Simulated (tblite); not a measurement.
Give a GFN2-xTB geometry of InChI=1S/C3H4ClOSi/c4-3(1-5)2-6/h1H,6H3. (Doublet state.)

Z-matrix in Å and degrees, rows numbered from 1:
```
O 
C   1  1.1984
C   2  1.4849  1  124.28
Cl  3  1.7498  2  113.55  1   179.68
C   3  1.3049  2  121.89  1    -0.40
Si  5  1.8574  3  133.85  2    -0.38
H   2  1.1026  1  122.80  3   179.99
H   6  1.4617  5  107.40  3   -60.57
H   6  1.4617  5  108.14  3    61.72
H   6  1.4644  5  106.06  3  -179.43
```

Of the pairs four or more bonds apart, O1···Si6 is among the closest relative to their van der Waals radii: 3.07 Å, 85 % of the sum of Bondi's values. The 6 heavy atoms lie in one plane (0.003 Å rms). The C–C distances run from 1.305 Å (C3=C5, drawn double) to 1.485 Å (C2–C3, drawn single), a spread of 0.180 Å. C3 (carbon bonded to 2 C and Cl) is planar (angles 124.6°, 121.9° and 113.6°, sum 360.0°, 0.00 Å off the plane of its three neighbours).

Structure optimised with GFN2-xTB, isolated species. This method treats the open shell by occupation alone, without spin polarisation.

Point group: Cs (every atom within 0.08 Å of its image). Its GFN2-xTB frequencies are all real (lowest 50 cm⁻¹). Torsions: O1–C2–C3–Cl4 180°.

One conformer stands for the species.

All values are computed, not measured.
